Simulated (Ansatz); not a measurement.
One geometry of the cluster Na₂Sb⁻, several levels of theory.

```yaml
crystal:
  periodic: [false, false, false]
  atoms:
    - {symbol: Na, position_ang: [-0.421372, 1.082619, 1.834986]}
    - {symbol: Na, position_ang: [0.375235, 0.211785, -2.128642]}
    - {symbol: Sb, position_ang: [0.046137, -1.294404, 0.293656]}
basis:
  gaussian: {orbitals: def2-TZVPD, initial_orbitals: start.molden}
total_charge: -1
magnetization: {spin_polarized: true, initial_magnetization: 2}
hamiltonian: {xc: pbe, dispersion: d4}
scf: {omitted_lower_state_checks: [starts]}
output: {orbitals: {seedname: orbitals}}
```

The file start.molden holds the orbitals of an earlier run on this structure, at another level or in another basis.

```sh
$ ansatz run in.yaml --threads 4 --pin off --events-out ev --progress --plain --max-ram 3916MiB
```

It prints (some lines left out):

```
Functional definition: PBE
1049 factors; their error is unknown
mean field evaluation 1: about -15364.9106 eV, gradient 4.5e0 eV
mean field evaluation 2: about -15364.9671 eV, gradient 8.9e-2 eV
mean field evaluation 4: about -15364.9490 eV, gradient 4.6e-3 eV
mean field evaluation 8: about -15364.9490 eV, gradient 4.6e-5 eV
mean field -15364.94896730 eV, -564.6514598119 hartree, gradient 1.7e-5 eV, S^2 2.006784; 0 other end points of the search recorded, 0 dependent functions left out
reference -15364.94902415 eV, -564.6514619008 hartree; 24, 22 occupied and 102, 104 virtual orbitals, 1049 factors
Total energy: -15365.00853776 eV, -564.6536489857 hartree
Checks for a lower state left out: starts
```

Hardware: 4 threads of Arm Neoverse V1 on a shared host. Wall time 2.4 s.

As the first input, with `hamiltonian: {xc: r2scan, dispersion: d4}` (abridged; 6.5 s):

```
Functional definition: r2SCAN
mean field -15372.19573864 eV, -564.9177737466 hartree, gradient 2.3e-5 eV, S^2 2.019011
Total energy: -15372.20572033 eV, -564.9181405669 hartree
Checks for a lower state left out: starts
```

First input, but with `gaussian: {orbitals: def2-TZVPD}`, `hamiltonian: {xc: pbe0, dispersion: d4}` (abridged; 3.7 s):

```
Functional definition: PBE0
mean field evaluation 16: about -15365.9455 eV, gradient 6.6e-4 eV
mean field -15365.94550203 eV, -564.6880817877 hartree, gradient 8.3e-6 eV, S^2 2.011322
Total energy: -15365.99671204 eV, -564.6899637208 hartree
Checks for a lower state left out: starts
```

Geometry: PBE0-D4/def2-TZVP, that of the neutral doublet.

In the def2 sets Sb takes a core potential; there is no spin–orbit coupling. At PBE-D4/def2-TZVPD, r2SCAN-D4/def2-TZVPD, PBE0-D4/def2-TZVPD the highest occupied level of the charge -1 triplet lies above zero (up to 0.68 eV). By energy differences its removal costs 0.63 eV (vertical, to the charge 0 doublet, at PBE-D4/def2-TZVPD); a positive level beside a positive removal energy at the same level points to self-interaction error. At PBE-D4/def2-TZVPD a singlet of charge -1 lies 0.18 eV below the triplet at the same geometry. The structure comes from a short search, and lower isomers may exist.
